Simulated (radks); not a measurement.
Excited configurations of In IX: one electron is placed in a higher orbital outside [Kr] 4d4. The ground configuration is [Kr] 4d5. Method: scalar-relativistic Kohn-Sham, LDA (Slater exchange, Perdew-Wang correlation), spin-unpolarised, spherical densities, point nucleus; computed with a radial shooting solver on a logarithmic mesh with Libxc functionals. Excitation = E - E(ground); binding = E(ion) - E, where the ion is the core of charge +9; n* = 9/sqrt(2 binding) in atomic units. These energies are relativistic, and a one-electron ion of charge +9 with no core already has n* below n in this formula (scalar-relativistic equation, point nucleus: 4f 4.000, 5s 4.998, 5p 4.999, 5d 4.999, 5f 5.000, 6p 5.999, 6d 5.999, 6f 6.000, 7s 6.998, 7d 6.999, 7f 7.000). The quantum defect is therefore taken as that value minus n*, so that it holds no relativistic shift of the bare ion.

| outer orbital | excitation (eV) | binding (eV) | quantum defect | <r> (bohr) |
|---|---|---|---|---|
| 4f | 65.303 | 90.250 | 0.505 | 1.277 |
| 5s | 43.850 | 111.70 | 1.857 | 1.701 |
| 5p | 58.103 | 97.450 | 1.636 | 1.844 |
| 5d | 79.319 | 76.235 | 1.197 | 2.146 |
| 5f | 100.91 | 54.644 | 0.509 | 2.683 |
| 6p | 98.301 | 57.253 | 1.611 | 3.164 |
| 6d | 108.05 | 47.506 | 1.183 | 3.607 |
| 6f | 118.67 | 36.880 | 0.533 | 4.329 |
| 7s | 114.26 | 41.292 | 1.832 | 4.501 |
| 7d | 122.97 | 32.581 | 1.183 | 5.386 |
| 7f | 129.03 | 26.527 | 0.554 | 6.302 |

The Delta-SCF ionisation energy is 155.55 eV (NIST Atomic Spectra Database: 156 eV, theoretical). Self-interaction in the functional shifts the binding energies and quantum defects, so they are the method's values and not measured ones. Spin polarisation and multiplet splitting are left out, so open shells lie too high by an amount that depends on their filling. Spin-orbit splitting is averaged out at the scalar-relativistic level.

Beside tabulated values, note that spin-unpolarised runs miss the spin-polarisation part of the exchange energy of open shells.
